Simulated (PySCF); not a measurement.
Gas-phase reaction: MoF6 + F2O = MoOF4 + 2 F2

Method: PySCF energies (xtb for GFN2) plus ideal-gas RRHO corrections (1 bar). † marks an energy on the PBE0/def2-TZVP geometry and frequencies; other levels use their own. MP2 and CCSD(T) freeze the core. All species are closed-shell singlets. Mo: scalar-relativistic def2 core potential, no spin-orbit coupling. MP2 isn't extrapolated to the basis-set limit. CCSD(T) isn't extrapolated to the basis-set limit. Warning, large T1 diagnostic: MoF6, MoOF4 (CCSD(T)/def2-SVP†).

| level | ΔH°(298 K), kJ |
|---|---|
| BLYP/def2-TZVP† | 267 |
| CCSD(T)/def2-SVP† | 197 |
| GFN2-xTB | ___ |
| HF/def2-TZVP† | ___ |
| M06-2X/def2-TZVP† | 241 |
| MP2/def2-SVP† | 174 |
| PBE0/def2-QZVP† | 277 |
| r2SCAN/def2-TZVP† | ___ |
| LDA/def2-TZVP† | 347 |
| ωB97M-V/def2-TZVP† | 260 |
| ωB97X-V/def2-TZVP† | ___ |

Problem. What belongs in the gaps?

Solution. 
- GFN2-xTB, ΔH°(298 K), kJ: 435
- HF/def2-TZVP†, ΔH°(298 K), kJ: 223
- r2SCAN/def2-TZVP†, ΔH°(298 K), kJ: 299
- ωB97X-V/def2-TZVP†, ΔH°(298 K), kJ: 263
